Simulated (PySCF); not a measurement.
C₄H₁₂BNO₂Si.
Atom-mapped SMILES: `[OH:1][B:2]([OH:3])[C@@H:4]1[CH2:5][CH2:6][N:7]([SiH3:8])[CH2:9]1` (hydrogens: H10 on O1; H11 on O3; H12 on C4; H13, H14 on C5; H15, H16 on C6; H17, H18, H19 on Si8; H20, H21 on C9)

Computed with PySCF 2.14.0, PBE0-D3(BJ)/def2-SVP geometry optimisation, gas phase.

List the bond lengths, angles and torsions at this level.

```csv
bond,length (pm),order
O1–B2,136.9,single
B2–O3,135.8,single
B2–C4,158.0,single
C4–C5,154.4,single
C5–C6,154.5,single
C6–N7,145.4,single
N7–Si8,173.2,single
N7–C9,144.7,single
C4–C9,154.7,single
"O1–H10, O3–H11",96.3,single
C4–H12,110.6,single
C5–H13,110.0,single
C5–H14,109.9,single
C6–H15,110.1,single
C6–H16,110.7,single
"Si8–H17, Si8–H18",149.4,single
Si8–H19,150.7,single
C9–H20,110.9,single
C9–H21,110.2,single
```

Bonds in one row agree within 1 pm and their mean is given. Orders are formal, as drawn. A selection of angles:
```csv
angle,degrees
O1–B2–O3,117.4
O1–B2–C4,122.3
O3–B2–C4,120.3
B2–C4–C5,116.7
B2–C4–C9,113.6
C5–C4–C9,103.2
C4–C5–C6,105.0
C5–C6–N7,106.0
C6–N7–Si8,123.6
C6–N7–C9,105.6
Si8–N7–C9,123.4
C4–C9–N7,104.9
H10–O1–B2,113.3
H11–O3–B2,111.3
```

Dihedral angles: O1–B2–C4–C5 176° (antiperiplanar); B2–C4–C5–C6 -135° (anticlinal); C4–C5–C6–N7 -14° (synperiplanar); C5–C6–N7–Si8 -116° (anticlinal); C6–N7–C9–C4 -41° (synclinal); B2–C4–C9–N7 157° (antiperiplanar); H10–O1–B2–O3 180° (antiperiplanar); H11–O3–B2–O1 0° (synperiplanar).

Of the pairs four or more bonds apart, O3···H14 is among the closest relative to their van der Waals radii: 2.49 Å, 92 % of the sum of Bondi's values. All 3 C–C bonds measure 1.544 to 1.547 Å. N7 (silicon-bound nitrogen) has angles 123.6°, 123.4° and 105.6°, sum 352.6°, 0.24 Å off the plane of its three neighbours. Si8 (SiH3 silicon) is distorted tetrahedral (angles from 107.0° to 115.6°). B2 (three-coordinate boron) is planar (angles 122.3°, 120.3° and 117.4°, sum 360.0°, 0.01 Å off the plane of its three neighbours). The 5-membered ring C4–C5–C6–N7–C9 has internal angles of 103.2° to 106.0°; it is puckered, 0.16 Å rms from its mean plane, widest ring torsion 41°.

Point group: C1 (no symmetry element, even within 0.4 Å). No PBE0-D3(BJ)/def2-SVP frequencies stand behind this structure, so it isn't proved a minimum. The numbers are those of one conformer (H–O1–B2–O3 180°, O1–B2–O3–H 0°, O1–B2–C4–C5 176°, B2–C4–C5–C6 -135°, C4–C5–C6–N7 -14°, C5–C6–N7–Si8 -116°, C6–N7–C9–C4 -41°).

On an Arm Neoverse N1 with one thread, shared host, this took 6.7 min of wall time and 0.81 GiB of memory at its peak. This is the geometry optimisation.
